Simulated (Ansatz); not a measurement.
## Ansatz (development build ahead of 0.2.0) run

```yaml
crystal:
  periodic: [false, false, false]
  atoms:
    - { symbol: Sc, position_ang: [0.0, 0.0, -0.41581] }
    - { symbol: O, position_ang: [0.0, 0.0, 1.09151] }
basis:
  gaussian: { orbitals: def2-TZVP }
magnetization:
  spin_polarized: true
  initial_magnetization: 1
hamiltonian:
  xc: hf
```

The input is written out in the form of the current development build from the run's settings.

Output:

```yaml
Converged: yes
Total_energy: -834.62917 hartree
Spin_squared_of_the_determinant: 0.753
```
